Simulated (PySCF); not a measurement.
Correlation energy of Sn⁺ (tin, charge +1)

[Kr] 4d10 5s2 5p1, 2P determinant. Calculation: PySCF 2.14, in def2-TZVP with the def2 core potential (28 electrons) (6s5p3d2f, 50 functions); a scalar-relativistic core potential. Frozen: 4s2 4p6 4d10; 3 electrons correlated.

MP2 pair energies summed by pair of shells (mhartree):

```json
{"pair": "5s-5s", "energy": "-18.39", "share (%)": "57.1"}
{"pair": "5s-5p", "energy": "-13.84", "share (%)": "42.9"}
```

Total MP2 correlation energy: -32.23 mhartree.

Same-spin part -2.20 and opposite-spin part -30.03 mhartree; SCS-MP2 scales them by 1/3 and 6/5 to -36.77 mhartree.

```json
{"level": "CCSD", "correlation energy (mhartree)": "-44.01"}
{"level": "(T)", "correlation energy (mhartree)": "-0.65"}
{"level": "CCSD(T)", "correlation energy (mhartree)": "-44.66"}
```

Diagnostics: T1 = 0.010, D1 = 0.0240, largest double amplitude 0.093.

Q: Is a single reference adequate?

A: Mostly. T1 lies below 0.03, but a double amplitude of this size points to a near-degeneracy that CCSD handles and MP2 describes poorly.
